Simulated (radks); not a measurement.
Species: Bi+. Configuration: [Xe] 4f14 5d10 6s1.5 6p2.5 (fractional occupations, a model configuration). Calculated with a radial shooting solver on a logarithmic mesh with Libxc functionals: Dirac Kohn-Sham, LDA (Slater exchange, Perdew-Wang correlation), spin-unpolarised, spherical densities, finite nucleus; open shells fill j = l - 1/2 first; Fermi nuclear charge, rms radius 5.5211 fm.

Radial electron density D(r) = 4 pi r^2 rho(r):

```
   r/bohr * D(r) (the largest magnitude, 154, reaches the edge; | marks zero)
 0.002053 |            *
 0.002804 |                 *
 0.003801 |                        *
 0.005151 |                                *
 0.007037 |                                       *
 0.009537 |                                          *
  0.01293 |                                          *
  0.01752 |                                       *
  0.02393 |                                      *
  0.03243 |                                              *
  0.04396 |                                                      *
  0.06005 |                                                    *
  0.08138 |                                            *
   0.1103 |                                                *
   0.1507 |                                                  *
   0.2042 |                                  *
   0.2768 |                               *
   0.3781 |                                  *
   0.5124 |                   *
   0.6945 |          *
   0.9488 |       *
    1.286 |    *
    1.743 | *
    2.381 |*
    3.227 *
    4.373 *
    5.974 *
    8.096 *
```

D(r) has 4 maxima, at r = 0.0106, 0.0488, 0.135, 0.346 bohr, and minima at 0.0209, 0.0868, 0.245 bohr, inside which lie 2.04, 11.05, 30.08 electrons.
